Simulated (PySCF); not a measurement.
Be (beryllium, neutral) across methods

[He] 2s2, closed-shell 1S. Calculation: PySCF 2.14, in aug-cc-pVQZ (6s5p4d3f2g, 80 functions); no relativity, point nucleus.

```csv
method,E (hartree),mean ε 1s (eV),mean ε 2s (eV),Σ⟨r²⟩ (bohr²),⟨S²⟩
BLYP,-14.6604,-106.47,-5.466,16.88,0.000
r2SCAN,-14.6486,-108.59,-5.742,16.91,0.000
CAM-B3LYP,-14.6496,-113.06,-7.674,16.83,0.000
M06-2X,-14.6649,-117.23,-7.237,16.67,0.000
BHandHLYP,-14.6637,-118.04,-7.233,16.86,0.000
PBE,-14.6290,-106.10,-5.610,16.79,0.000
PBE0,-14.6361,-111.92,-6.494,16.75,0.000
LDA,-14.4465,-104.86,-5.598,17.01,0.000
```

(1) Estimate the same row for UHF.

Answers

(1) E (hartree) = -14.57297; mean ε 1s (eV) = -128.78; mean ε 2s (eV) = -8.416; Σ⟨r²⟩ (bohr²) = 17.32; ⟨S²⟩ = 0.000.
